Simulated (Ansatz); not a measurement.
One change: `[BH2][GeH]([CH3])[F]` becomes `[BH2][GeH]([CH3])[NH2]`.

Ansatz, PBE0-D4/def2-TZVP geometries, multiplicity 1. Each molecule was computed in one conformer, which needn't be the lowest.

Scalar relativity is left out up to krypton.

```
                                      property  `[BH2][GeH]([CH3])[F]`
           HOMO–LUMO gap (PBE/def2-TZVPP) / eV                    3.28
           LUMO energy (B3LYP/def2-TZVPP) / eV                   -2.87
         HOMO–LUMO gap (B3LYP/def2-TZVPP) / eV                    5.15
          HOMO–LUMO gap (PBE0/def2-TZVPP) / eV                    5.57
size of the dipole moment (PBE/def2-TZVPP) / D                    2.40
         HOMO energy (ωB97M-V/def2-TZVPP) / eV                  -10.38
```

(1) What does the change do to each property? (An estimate is asked.)

## Answers

(1) Ansatz gave: 
| property | `[BH2][GeH]([CH3])[NH2]` | shift |
| --- | --- | --- |
| HOMO–LUMO gap (PBE/def2-TZVPP) / eV | 2.27 | -1.01 |
| LUMO energy (B3LYP/def2-TZVPP) / eV | -2.48 | 0.39 |
| HOMO–LUMO gap (B3LYP/def2-TZVPP) / eV | 4.20 | -0.95 |
| HOMO–LUMO gap (PBE0/def2-TZVPP) / eV | 4.66 | -0.91 |
| size of the dipole moment (PBE/def2-TZVPP) / D | 1.41 | -0.99 |
| HOMO energy (ωB97M-V/def2-TZVPP) / eV | -9.24 | 1.14 |

With PBE0 the HOMO rises by 1.30 eV and the LUMO rises by 0.38 eV, so the gap narrows by about 0.92 eV. PBE moves the HOMO by 1.39 eV and ωB97M-V by 1.14 eV. Dipoles are sizes alone; their direction can turn.

B3LYP here is the variant with VWN-RPA as its local correlation; programs differ in this.
